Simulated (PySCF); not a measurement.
Saddle point of GeH5SF, singlet (GeH₃F ([F][GeH3]) + H₂S → GeH₄S ([SH][GeH3]) + HF; bonds formed: Ge1–S7, F2–H6; bonds broken: Ge1–F2, H6–S7), PBE0-D4/def2-TZVP structure:

Ge1  (-0.514, 0.096, -0.738)
F2  (1.242, -0.920, -0.423)
H3  (0.057, 0.143, -2.169)
H4  (-0.957, 1.537, -0.419)
H5  (-1.612, -0.960, -0.615)
H6  (1.035, -0.773, 0.705)
S7  (0.039, -0.141, 1.790)
H8  (0.711, 1.019, 1.867)
(Å)

Energies are electronic, without zero-point energy. Barriers and step energies count from the start structure reached by relaxing down the imaginary mode; all methods use the PBE0-D4 structures, on which another method's saddle can fall below an end. Program: PySCF 2.14 with density fitting (its default auxiliary sets; JK sets also for MP2 and CCSD(T)). Basis: def2-TZVPP, with def2-QZVPP for the basis limit. Cores are frozen in the correlated methods. Filled d shells of the heavier atoms are correlated. The def2 sets are not built for correlating such inner shells, so the correlated values are less sure here. B3LYP uses VWN-RPA correlation. Extrapolation: Hartree–Fock as exp(−7.88 √X), correlation as X^−2.97.

```tsv
method	barrier (eV)	step energy (eV)
SPW92	?	-0.219
PBE-D4	?	-0.137
r2SCAN-D4	1.212	-0.036
PBE0-D4	?	-0.133
B3LYP-D4	1.385	-0.004
BHLYP-D4	1.639	0.037
wB97M-V	1.412	0.005
HF	2.239	0.212
MP2	1.439	-0.071
CCSD	1.665	0.018
CCSD(T)	1.522	-0.014
```

(1) Fill in the withheld barriers. (Judge from chemistry; the value comes from the calculation.)

The T1 diagnostic stays at or below 0.013.

Results:

(1) Computed: PBE-D4 1.019; PBE0-D4 1.242; SPW92 0.729 eV. Each is the energy of the saddle less that of the start structure, by the same method.

For comparison, the barrier by CCSD(T) at an estimated basis limit (MP2 extrapolated from triple and quadruple zeta, plus CCSD(T) − MP2 in triple zeta) is 1.502 eV.

Exchanges of this kind with a chalcogen hydride build sulfide and selenide films.

Labels in which every atom is bracketed show which atoms are joined, not bond orders.

For scale, one of the runs: CCSD(T)/def2-TZVPP, 191 basis functions, launched by `OMP_NUM_THREADS=4 python run.py`. Time: 7.4 min of wall clock on 4 CPU threads of an Arm Neoverse V2; the host was shared. Peak host memory: 2.6 GiB.
